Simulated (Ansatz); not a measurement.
AlH$_{8}$NOSi$_{2}$, SMILES `N[Si](O)([AlH2])[SiH3]` at its PBE0-D4/def2-TZVP geometry, where that method's forces vanish. Charge 0, multiplicity 1.

```xyz
13

N     0.6290    1.6296    0.4122
Si    0.2197   -0.0451    0.3656
O     1.1268   -1.0420    1.3502
Al   -2.1906   -0.0921    0.8967
Si    0.7554   -0.7892   -1.7905
H     0.2707    2.2455    1.1240
H     1.4924    1.9804    0.0271
H     1.0777   -0.8834    2.2947
H    -2.7336    0.6623    2.1958
H    -3.2547   -0.8315   -0.0256
H    -0.1944   -0.1938   -2.7721
H     0.6675   -2.2705   -1.8997
H     2.1340   -0.3703   -2.1784
```

Q: What forces (eV/Å) does ωB97M-V/def2-TZVPP give on these atoms in the Gaussian-basis code of Ansatz? (Best estimate.)

A: Computed: 
```
N1   0.027  0.071 -0.003
Si2 -0.185 -0.052 -0.143
O3   0.046 -0.033  0.100
Al4 -0.057  0.003  0.020
Si5  0.030 -0.021 -0.059
H6   0.018 -0.003 -0.020
H7  -0.021  0.003  0.020
H8   0.018 -0.025 -0.032
H9   0.058 -0.074 -0.133
H10  0.111  0.076  0.092
H11  0.096 -0.062  0.101
H12  0.008  0.160  0.011
H13 -0.149 -0.042  0.044
```
